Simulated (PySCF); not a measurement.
SMILES Cl[SiH](Cl)c1ccc([Si](Cl)(Cl)Cl)cc1, GFN2-xTB optimised geometry.

```
18

Si     1.47    -3.08     0.00
Cl     0.80    -4.04    -1.64
Cl     0.80    -4.04     1.65
C      0.79    -1.32     0.00
C     -0.59    -1.08     0.00
C     -1.09     0.20     0.01
C     -0.25     1.31     0.01
C      1.13     1.07     0.01
C      1.63    -0.21     0.00
Si    -0.91     3.08     0.03
Cl    -2.93     3.08     0.04
Cl    -0.25     4.06    -1.61
Cl    -0.23     4.04     1.68
H      2.93    -3.08     0.00
H     -1.27    -1.92     0.00
H     -2.16     0.35     0.01
H      1.81     1.91     0.01
H      2.70    -0.36     0.00
```

Density from PySCF with PBE0/def2-SVP at that geometry.

Minimum of the electron density along straight lines between bonded atoms, close to the bond critical point (lines longer than 1.1 times the sum of covalent radii, or with two minima, are not listed):

```csv
bond,length / Å,ρ at the minimum / e bohr⁻³,∇²ρ there / e bohr⁻⁵,position (fraction from the first atom)
Si1–Cl2,2.018,0.098,0.32,0.37
Si1–Cl3,2.018,0.098,0.32,0.37
Si1–C4,1.893,0.116,0.31,0.38
C4–C5,1.393,0.306,-0.76,0.50
C5–C6,1.381,0.314,-0.81,0.50
C6–C7,1.394,0.305,-0.76,0.50
C7–C8,1.395,0.304,-0.76,0.50
C4–C9,1.392,0.306,-0.76,0.50
C8–C9,1.381,0.314,-0.81,0.50
C7–Si10,1.892,0.118,0.29,0.62
Si10–Cl11,2.020,0.099,0.32,0.37
Si10–Cl12,2.024,0.099,0.32,0.37
Si10–Cl13,2.024,0.099,0.31,0.37
Si1–H14,1.456,0.123,0.32,0.49
C5–H15,1.081,0.285,-1.09,0.63
C6–H16,1.080,0.286,-1.11,0.64
C8–H17,1.080,0.285,-1.09,0.63
C9–H18,1.080,0.285,-1.09,0.63
```
